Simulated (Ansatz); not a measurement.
Computed with Ansatz (a program for electronic structure) with PBE0-D3(BJ)/def2-TZVP. No frequencies were computed at this level.

Ansatz 0.2 input:
```yaml
crystal:
  periodic: [false, false, false]
  atoms:
    - { symbol: C, position_ang: [1.397179, -0.060367, -0.143853] }
    - { symbol: B, position_ang: [-0.074053, 0.480177, -0.062044] }
    - { symbol: C, position_ang: [-1.321062, -0.436194, 0.200323] }
    - { symbol: I, position_ang: [-0.392444, 2.564449, -0.306528] }
    - { symbol: H, position_ang: [1.471438, -1.145352, -0.107056] }
    - { symbol: H, position_ang: [1.905603, 0.277316, -1.048061] }
    - { symbol: H, position_ang: [1.991878, 0.332288, 0.683882] }
    - { symbol: H, position_ang: [-1.895683, -0.092871, 1.062179] }
    - { symbol: H, position_ang: [-2.014812, -0.394342, -0.641833] }
    - { symbol: H, position_ang: [-1.073438, -1.482937, 0.364984] }
basis:
  gaussian: { orbitals: def2-tzvp }
hamiltonian:
  xc: pbe0
  dispersion: d3bj
relax:
  max_steps: 150
```

Output:

```
Functional definition: PBE0
1211 factors; their error is unknown
mean field evaluation 1: about -10937.2084 eV, gradient 6.8e1 eV
mean field evaluation 2: about -10930.6366 eV, gradient 8.1e1 eV
mean field evaluation 4: about -10947.8180 eV, gradient 5.5e0 eV
mean field evaluation 8: about -10947.8807 eV, gradient 4.5e-2 eV
mean field evaluation 16: about -10948.1398 eV, gradient 4.9e-5 eV
mean field -10948.13983101 eV, -402.3367178740 hartree, gradient 4.9e-5 eV, S^2 0.000000; 0 other end points of the search recorded, 0 dependent functions left out
reference -10948.13986031 eV, -402.3367189506 hartree; 24, 24 occupied and 155, 155 virtual orbitals, 1211 factors
relax step   1: F+E_penalty+E_count = -10948.33026576 eV  Δ(F+E_penalty+E_count) = +0.000e0 eV  max|allowed force component| = 9.171e-1 eV/Å  Δτ_max = 0.0000 Å  (27 SCF iters, accepted)
these checks for a lower state are left out or cut short: starts, cluster_reference, orbital_swaps, neighbouring_geometries, increment
1211 factors; their error is unknown
mean field -10948.16159673 eV, -402.3375177495 hartree, gradient 2.1e-5 eV, S^2 0.000000; 0 other end points of the search recorded, 0 dependent functions left out
reference -10948.16162604 eV, -402.3375188266 hartree; 24, 24 occupied and 155, 155 virtual orbitals, 1211 factors
relax step   2: F+E_penalty+E_count = -10948.35210816 eV  Δ(F+E_penalty+E_count) = -2.184e-2 eV  max|allowed force component| = 2.082e-1 eV/Å  Δτ_max = 0.0380 Å  (30 SCF iters, accepted)
these checks for a lower state are left out or cut short: starts, cluster_reference, orbital_swaps, neighbouring_geometries, increment
1211 factors; their error is unknown
mean field -10948.16367768 eV, -402.3375942228 hartree, gradient 2.7e-5 eV, S^2 0.000000; 0 other end points of the search recorded, 0 dependent functions left out
reference -10948.16370698 eV, -402.3375952996 hartree; 24, 24 occupied and 155, 155 virtual orbitals, 1211 factors
relax step   3: F+E_penalty+E_count = -10948.35451967 eV  Δ(F+E_penalty+E_count) = -2.412e-3 eV  max|allowed force component| = 5.056e-2 eV/Å  Δτ_max = 0.0180 Å  (30 SCF iters, accepted)
these checks for a lower state are left out or cut short: starts, cluster_reference, orbital_swaps, neighbouring_geometries, increment
1211 factors; their error is unknown
mean field evaluation 32: about -10947.8898 eV, gradient 1.7e0 eV
mean field -10948.16152504 eV, -402.3375151150 hartree, gradient 7.5e-6 eV, S^2 0.000000; 0 other end points of the search recorded, 0 dependent functions left out
reference -10948.16155435 eV, -402.3375161921 hartree; 24, 24 occupied and 155, 155 virtual orbitals, 1211 factors
relax step   4: F+E_penalty+E_count = -10948.35232559 eV  Δ(F+E_penalty+E_count) = +2.194e-3 eV  max|allowed force component| = 3.522e-1 eV/Å  Δτ_max = 0.0235 Å  (31 SCF iters, rejected (line search))
these checks for a lower state are left out or cut short: starts, cluster_reference, orbital_swaps, neighbouring_geometries, increment
1211 factors; their error is unknown
mean field -10948.16411937 eV, -402.3376104547 hartree, gradient 6.5e-6 eV, S^2 0.000000; 0 other end points of the search recorded, 0 dependent functions left out
reference -10948.16414868 eV, -402.3376115317 hartree; 24, 24 occupied and 155, 155 virtual orbitals, 1211 factors
relax step   5: F+E_penalty+E_count = -10948.35499705 eV  Δ(F+E_penalty+E_count) = -4.774e-4 eV  max|allowed force component| = 1.512e-2 eV/Å  Δτ_max = 0.0115 Å  (32 SCF iters, accepted)
these checks for a lower state are left out or cut short: starts, cluster_reference, orbital_swaps, neighbouring_geometries, increment
1211 factors; their error is unknown
mean field -10948.16653466 eV, -402.3376992151 hartree, gradient 9.0e-6 eV, S^2 0.000000; 0 other end points of the search recorded, 0 dependent functions left out
reference -10948.16656404 eV, -402.3377002945 hartree; 24, 24 occupied and 155, 155 virtual orbitals, 1211 factors
relax step   6: F+E_penalty+E_count = -10948.35740866 eV  Δ(F+E_penalty+E_count) = -2.412e-3 eV  max|allowed force component| = 2.597e-2 eV/Å  Δτ_max = 0.0832 Å  (31 SCF iters, accepted)
these checks for a lower state are left out or cut short: starts, cluster_reference, orbital_swaps, neighbouring_geometries, increment
1211 factors; their error is unknown
mean field -10948.16780180 eV, -402.3377457815 hartree, gradient 7.7e-6 eV, S^2 0.000000; 0 other end points of the search recorded, 0 dependent functions left out
reference -10948.16783117 eV, -402.3377468607 hartree; 24, 24 occupied and 155, 155 virtual orbitals, 1211 factors
relax step   7: F+E_penalty+E_count = -10948.35864356 eV  Δ(F+E_penalty+E_count) = -1.235e-3 eV  max|allowed force component| = 1.011e-1 eV/Å  Δτ_max = 0.0522 Å  (30 SCF iters, accepted)
these checks for a lower state are left out or cut short: starts, cluster_reference, orbital_swaps, neighbouring_geometries, increment
1211 factors; their error is unknown
mean field evaluation 64: about -10948.1690 eV, gradient 4.1e-3 eV
mean field -10948.16897848 eV, -402.3377890236 hartree, gradient 6.8e-6 eV, S^2 0.000000; 0 other end points of the search recorded, 0 dependent functions left out
reference -10948.16900781 eV, -402.3377901014 hartree; 24, 24 occupied and 155, 155 virtual orbitals, 1211 factors
relax step   8: F+E_penalty+E_count = -10948.35980719 eV  Δ(F+E_penalty+E_count) = -1.164e-3 eV  max|allowed force component| = 1.332e-1 eV/Å  Δτ_max = 0.0482 Å  (30 SCF iters, accepted)
these checks for a lower state are left out or cut short: starts, cluster_reference, orbital_swaps, neighbouring_geometries, increment
1211 factors; their error is unknown
mean field -10948.17075755 eV, -402.3378544033 hartree, gradient 6.9e-6 eV, S^2 0.000000; 0 other end points of the search recorded, 0 dependent functions left out
reference -10948.17078682 eV, -402.3378554789 hartree; 24, 24 occupied and 155, 155 virtual orbitals, 1211 factors
relax step   9: F+E_penalty+E_count = -10948.36154023 eV  Δ(F+E_penalty+E_count) = -1.733e-3 eV  max|allowed force component| = 1.529e-1 eV/Å  Δτ_max = 0.0527 Å  (30 SCF iters, accepted)
these checks for a lower state are left out or cut short: starts, cluster_reference, orbital_swaps, neighbouring_geometries, increment
1211 factors; their error is unknown
mean field -10948.17275862 eV, -402.3379279412 hartree, gradient 7.1e-6 eV, S^2 0.000000; 0 other end points of the search recorded, 0 dependent functions left out
reference -10948.17278779 eV, -402.3379290132 hartree; 24, 24 occupied and 155, 155 virtual orbitals, 1211 factors
relax step  10: F+E_penalty+E_count = -10948.36352085 eV  Δ(F+E_penalty+E_count) = -1.981e-3 eV  max|allowed force component| = 1.316e-1 eV/Å  Δτ_max = 0.0600 Å  (30 SCF iters, accepted)
these checks for a lower state are left out or cut short: starts, cluster_reference, orbital_swaps, neighbouring_geometries, increment
1211 factors; their error is unknown
mean field -10948.17418720 eV, -402.3379804407 hartree, gradient 7.1e-6 eV, S^2 0.000000; 0 other end points of the search recorded, 0 dependent functions left out
reference -10948.17421630 eV, -402.3379815099 hartree; 24, 24 occupied and 155, 155 virtual orbitals, 1211 factors
relax step  11: F+E_penalty+E_count = -10948.36487644 eV  Δ(F+E_penalty+E_count) = -1.356e-3 eV  max|allowed force component| = 1.098e-1 eV/Å  Δτ_max = 0.0590 Å  (30 SCF iters, accepted)
these checks for a lower state are left out or cut short: starts, cluster_reference, orbital_swaps, neighbouring_geometries, increment
1211 factors; their error is unknown
mean field -10948.17517341 eV, -402.3380166832 hartree, gradient 6.7e-6 eV, S^2 0.000000; 0 other end points of the search recorded, 0 dependent functions left out
reference -10948.17520245 eV, -402.3380177505 hartree; 24, 24 occupied and 155, 155 virtual orbitals, 1211 factors
relax step  12: F+E_penalty+E_count = -10948.36587601 eV  Δ(F+E_penalty+E_count) = -9.996e-4 eV  max|allowed force component| = 9.223e-2 eV/Å  Δτ_max = 0.0482 Å  (30 SCF iters, accepted)
these checks for a lower state are left out or cut short: starts, cluster_reference, orbital_swaps, neighbouring_geometries, increment
1211 factors; their error is unknown
mean field evaluation 96: about -10947.9134 eV, gradient 1.9e-3 eV
mean field -10948.17582307 eV, -402.3380405579 hartree, gradient 6.4e-6 eV, S^2 0.000000; 0 other end points of the search recorded, 0 dependent functions left out
reference -10948.17585210 eV, -402.3380416245 hartree; 24, 24 occupied and 155, 155 virtual orbitals, 1211 factors
relax step  13: F+E_penalty+E_count = -10948.36655006 eV  Δ(F+E_penalty+E_count) = -6.741e-4 eV  max|allowed force component| = 5.037e-2 eV/Å  Δτ_max = 0.0127 Å  (31 SCF iters, accepted)
these checks for a lower state are left out or cut short: starts, cluster_reference, orbital_swaps, neighbouring_geometries, increment
1211 factors; their error is unknown
mean field -10948.17611278 eV, -402.3380512045 hartree, gradient 6.4e-6 eV, S^2 0.000000; 0 other end points of the search recorded, 0 dependent functions left out
reference -10948.17614179 eV, -402.3380522703 hartree; 24, 24 occupied and 155, 155 virtual orbitals, 1211 factors
relax step  14: F+E_penalty+E_count = -10948.36688034 eV  Δ(F+E_penalty+E_count) = -3.303e-4 eV  max|allowed force component| = 7.559e-3 eV/Å  Δτ_max = 0.0174 Å  (32 SCF iters, accepted)
these checks for a lower state are left out or cut short: starts, cluster_reference, orbital_swaps, neighbouring_geometries, increment
1211 factors; their error is unknown
mean field -10948.17615856 eV, -402.3380528868 hartree, gradient 6.3e-6 eV, S^2 0.000000; 0 other end points of the search recorded, 0 dependent functions left out
reference -10948.17618756 eV, -402.3380539526 hartree; 24, 24 occupied and 155, 155 virtual orbitals, 1211 factors
relax step  15: F+E_penalty+E_count = -10948.36692440 eV  Δ(F+E_penalty+E_count) = -4.406e-5 eV  max|allowed force component| = 4.134e-3 eV/Å  Δτ_max = 0.0119 Å  (32 SCF iters, accepted)
these checks for a lower state are left out or cut short: starts, cluster_reference, orbital_swaps, neighbouring_geometries, increment
1211 factors; their error is unknown
mean field -10948.17618590 eV, -402.3380538914 hartree, gradient 6.3e-6 eV, S^2 0.000000; 0 other end points of the search recorded, 0 dependent functions left out
reference -10948.17621490 eV, -402.3380549573 hartree; 24, 24 occupied and 155, 155 virtual orbitals, 1211 factors
relax step  16: F+E_penalty+E_count = -10948.36694521 eV  Δ(F+E_penalty+E_count) = -2.081e-5 eV  max|allowed force component| = 3.482e-3 eV/Å  Δτ_max = 0.0156 Å  (31 SCF iters, accepted)
1211 factors; their error is unknown
mean field evaluation 128: about -10948.1762 eV, gradient 6.3e-6 eV
mean field -10948.17618590 eV, -402.3380538914 hartree, gradient 6.3e-6 eV, S^2 0.000000; 1 other end points of the search recorded, 0 dependent functions left out
reference -10948.17621490 eV, -402.3380549573 hartree; 24, 24 occupied and 155, 155 virtual orbitals, 1211 factors
Total energy: -10948.36697421 eV, -402.3450652327 hartree
Atom 0 at     1.373016    -0.062280    -0.239181 Å, force    -0.000375    -0.002045     0.001692 eV/Å
Atom 1 at    -0.072000     0.478379    -0.054114 Å, force    -0.000002     0.000647    -0.000340 eV/Å
Atom 2 at    -1.299604    -0.408602     0.294256 Å, force    -0.002464    -0.000580    -0.003326 eV/Å
Atom 3 at    -0.396091     2.594456    -0.296252 Å, force    -0.000042     0.000636     0.000504 eV/Å
Atom 4 at     1.382770    -1.108597    -0.558103 Å, force     0.000599     0.000572     0.000132 eV/Å
Atom 5 at     2.004626     0.533760    -0.897532 Å, force     0.000165     0.000103    -0.000148 eV/Å
Atom 6 at     1.843871    -0.039602     0.754550 Å, force     0.000673     0.000472    -0.001224 eV/Å
Atom 7 at    -2.086679     0.100763     0.850335 Å, force     0.001154    -0.001199    -0.000413 eV/Å
Atom 8 at    -1.743575    -0.717727    -0.663372 Å, force     0.000926    -0.000006     0.003482 eV/Å
Atom 9 at    -1.011729    -1.328382     0.811405 Å, force    -0.000633     0.001400    -0.000360 eV/Å
Dipole moment:     0.060214    -0.397414     0.045563 e Å
```

Cost: roughly 110 core-seconds.
